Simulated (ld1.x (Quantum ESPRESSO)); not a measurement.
What the settings do to the TM potential of tin

Base potential:

ld1.x (Quantum ESPRESSO) 7.5 input, shortened:

```
&input
   title='Sn', zed=50., rel=1, dft='PBE', iswitch=3,
   config='[Kr] 4d10 5s2 5p1 5d-2'
 /
 &inputp
   pseudotype=2, tm=.true., lloc=0,
   nlcc=.false.
 /
3
5P  2  1   1.00   0.00  2.10  2.10  0.0
5D  3  2  -2.00   0.20  1.85  1.85  0.0
5S  1  0   2.00   0.00  2.00  2.00  0.0
 &test
   configts(1)='5s2 5p1'
 /
```

All-electron outer shells of the reference configuration (PBE, scalar-relativistic, ld1.x):

```csv
shell,level (eV),outermost node (bohr),outermost maximum (bohr)
5s,-17.81,0.98,1.99
5p,-10.25,1.08,2.43
```

Cutoffs, loose and tight: the cutoffs (Ry, on a coarse ladder) from which the occupation-weighted sum of valence levels, in a spherical-Bessel basis at the reference potential, stays within 10 and 1 mRy of its value at 400 Ry. They do not see the model core or the augmentation charge, which bear on the density cutoff. Test errors are all-electron minus pseudo excitation energies from the reference, over the configurations 5s2 5p2; 5s2 5p0; 5s1 5p0; 5s2 5p1.5; 5s1 5p3; 5s1 5p2; 5s0 5p4. A dash means not determined; rows that change the core or the reference have their own tests.

A true bound ghost makes a file unfit for plane-wave use even where its test errors are small: the radial tests pick states by their node count and pass the ghost by.

Cutoffs are not given where the Bessel-basis levels miss the radial ones by over 6 mRy, ghosts where they miss by over 20 mRy; a channel whose overlap is not positive is not tested.

```csv
change,outcome,"cutoff, loose","cutoff, tight",bound ghosts,largest test error (meV)
base,generated,21 Ry,30 Ry,d,+177
wave 5d channel at 0.2 Ry: rc 1.85 bohr becomes 5d channel at 4.87 Ry: rc 1.85 bohr,generated,21 Ry,30 Ry,none,+177
wave 5p (bound): rc 2.10 bohr becomes 5p (bound): rc 3.20 bohr,generated,21 Ry,30 Ry,d,+154
reference 5s2 5p2,generated,21 Ry,30 Ry,d,+143
wave 5d channel at 0.2 Ry: rc 1.85 bohr becomes 5d channel at 0.2 Ry: rc 1.28 bohr,generated,21 Ry,30 Ry,d,+177
type TM semilocal; local potential the d channel,generated,21 Ry,30 Ry,none,+177
"all radii scaled by about 1.23 (s 2.46, p 2.58, d 2.26 bohr)",generated,18 Ry,25 Ry,d,+174
```

Q: What comes out with this change to the base: wave 5s (bound): rc 2.00 bohr becomes 5s (bound): rc 1.22 bohr?

A: outcome: generated, misses its reference levels by 0.19 eV; bound ghosts: p, d, s (extra level of the local part); largest test error (meV): -158.

Q: What comes out with this change to the base: core correction a·sin(br)/r model core inside 2.24 bohr?

A: outcome: generated; cutoff, loose: 21 Ry; cutoff, tight: 30 Ry; bound ghosts: d; largest test error (meV): -209.
